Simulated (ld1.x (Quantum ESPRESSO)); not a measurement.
## caesium: one change to a TM potential, before and after

```json
{"Element": "caesium", "Generator": "ld1.x (Quantum ESPRESSO) 7.5", "Type": "norm-conserving Troullier–Martins (Kleinman–Bylander form)", "Functional": "LDA (PZ)", "Relativity": "non-relativistic", "Frozen core": "[Kr] 4d10", "Valence charge": "9", "Reference configuration": "5s2 5p6 5d0 6s1 6p0", "Partial waves": "5s (bound): rc 2.30 bohr; 5p (bound): rc 3.50 bohr; 5d (bound, empty): rc 3.20 bohr", "Local potential": "the d channel", "Core correction": "none"}
```

Occupied shells without a wave of their own: 6s. They enter only through the test configuration that unscreens the potential.

Change: core correction a·sin(br)/r model core inside 1.04 bohr (6s counted twice).

Cutoffs: the cutoffs (Ry, on a coarse ladder) from which the occupation-weighted sum of valence levels, in a spherical-Bessel basis at the reference potential, stays within 10 and 1 mRy of its value at 400 Ry; they do not see the model core or the augmentation charge, which bear on the density cutoff. Errors are all-electron minus pseudo energies relative to the spin-unpolarised reference configuration.

How do hardness, ghosts and transferability respond?

The potential gets neither clearly harder nor softer (25 Ry and 35 Ry → 25 Ry and 35 Ry); of the 9 tests that both files solve, the error grows in 3 and shrinks in 4 by more than 15 % and 0.3 meV (median size 77.3 → 41.8 meV); neither file shows a bound ghost. In the changed file ld1.x takes every shell without a wave as core, so the model core holds the 6s electrons as well and exchange and correlation see them twice. This cancels in the reference configuration, but the file is broken for other ones, and its errors say nothing about a proper core correction. A model core, the more so a compact one, raises the density cutoff, which this test does not measure.

```tsv
quantity	base	changed
cutoff, loose	25 Ry	25 Ry
cutoff, tight	35 Ry	35 Ry
bound ghosts	none	none
largest miss of a reference level, eV	0.12	0.12
error for 5s2 5p6 5d0 6s0 6p0, meV [ΔE 3.84 eV]	+198	-6.9
error for 5s2 5p6 5d0 6s0.5 6p0, meV [ΔE 1.50 eV]	+77	+42
error for 5s2 5p6 5d0 6s0 6p1, meV [ΔE 1.32 eV]	+163	+140
error for 5s2 5p6 5d1 6s0 6p0, meV [ΔE 1.43 eV]	+110	+91
error for 5s1 5p6 5d0 6s1 6p0, meV [ΔE 29.74 eV]	+9.3	-28
error for 5s2 5p5 5d0 6s1 6p0, meV [ΔE 18.08 eV]	-33	-62
error for 5s2 5p6 5d0.5 6s0.5 6p0, meV [ΔE 0.72 eV]	+57	+53
error for 5s2 5p6 5d0 6s1 6p0 (spin-polarised), meV [ΔE -0.11 eV]	-0.5	-32
error for 5s2 5p6 5d0 6s0.5 6p0 (spin-polarised), meV [ΔE 1.46 eV]	+78	+28
s: phases at 3.81 bohr within 0.05 rad from the reference energy up to (Ry; the scan ends near 5)	-0.3	-0.3
p: phases at 3.81 bohr within 0.05 rad from the reference energy up to (Ry; the scan ends near 5)	0.1	0.1
d: phases at 3.81 bohr within 0.05 rad from the reference energy up to (Ry; the scan ends near 5)	1.6	1.6
```
